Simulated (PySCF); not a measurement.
# Vanadium: a sound run and one with changed settings

Sound run: V [Ar] 3d3 4s2, V+ [Ar] 3d4. All numbers are calculated (PySCF 2.14, the non-relativistic Hamiltonian (point nucleus), in def2-SVP). In the sound run the correlated levels freeze [Ar]. The sound run starts from symmetry-adapted Hartree-Fock orbitals and uses a fine grid where one is needed.

Changed run: the spin-free X2C one-electron Hamiltonian (Gaussian nucleus). This setting is unsound on purpose.

```json
{"species": "V", "method": "UHF", "sound run (hartree)": "-942.75223", "changed run (hartree)": "-947.19261", "converged": "yes"}
{"species": "V", "method": "PBE0", "sound run (hartree)": "-943.55419", "changed run (hartree)": "-947.99489", "converged": "yes"}
{"species": "V", "method": "MP2", "sound run (hartree)": "-942.78982", "changed run (hartree)": "-947.23044", "converged": "yes"}
{"species": "V+", "method": "UHF", "sound run (hartree)": "-942.53004", "changed run (hartree)": "-946.96351", "converged": "yes"}
{"species": "V+", "method": "PBE0", "sound run (hartree)": "-943.32617", "changed run (hartree)": "-947.75919", "converged": "yes"}
{"species": "V+", "method": "MP2", "sound run (hartree)": "-942.56063", "changed run (hartree)": "-946.99416", "converged": "yes"}
```

Ionisation energy of V:

```json
{"method": "UHF", "sound run (eV)": "6.046", "changed run (eV)": "6.234"}
{"method": "PBE0", "sound run (eV)": "6.205", "changed run (eV)": "6.414"}
{"method": "MP2", "sound run (eV)": "6.236", "changed run (eV)": "6.429"}
{"method": "SCS-MP2", "sound run (eV)": "6.646", "changed run (eV)": "6.841"}
```

Most of the change in total energy is the relativistic energy itself. On top of that the contraction fixes the core shape for the Hamiltonian it was made with, so the changed run is not a good calculation with the other Hamiltonian either.

For comparison, NIST gives 6.746 eV between the lowest levels.
